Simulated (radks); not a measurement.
Task: The mean radii <r> (bohr) of the occupied orbitals of an atom or ion are listed with their occupations. All-electron calculation, Dirac Kohn-Sham, PBE, spin-unpolarised, spherical densities, finite nucleus; Fermi nuclear charge, rms radius of each element as measured or else 0.836 A^(1/3) + 0.57 fm. Program: a radial shooting solver on a logarithmic mesh with Libxc functionals.

orbital  occ.      <r>
1s1/2       2  0.01966
2s1/2       2  0.08275
2p1/2       2  0.06872
2p3/2       4  0.07622
3s1/2       2   0.2163
3p1/2       2   0.2061
3p3/2       4   0.2201
3d3/2       4   0.1935
3d5/2       6   0.1978
4s1/2       2   0.4878
4p1/2       2   0.4956
4p3/2       4   0.5280
4d3/2       4   0.5534
4d5/2       6   0.5649
5s1/2       2    1.209
5p1/2       2    1.369
5p3/2       4    1.489
6s1/2       2    3.926
4f5/2       6   0.7780
4f7/2       8   0.8042

Name the element and its charge. Open shells, if any, are shared by 2j + 1.

Result: Z = 70, ytterbium, charge 0: Yb in [Xe] 4f14 6s2. The 1s radius gives Z: for a bare nucleus <r> = (2 gamma + 1)/(2Z) with gamma = sqrt(1 - (Z/c)^2), 0.01942 bohr for Z = 70, and screening makes it slightly larger (0.01966 here). The occupations add up to 70, and the charge is Z minus that.
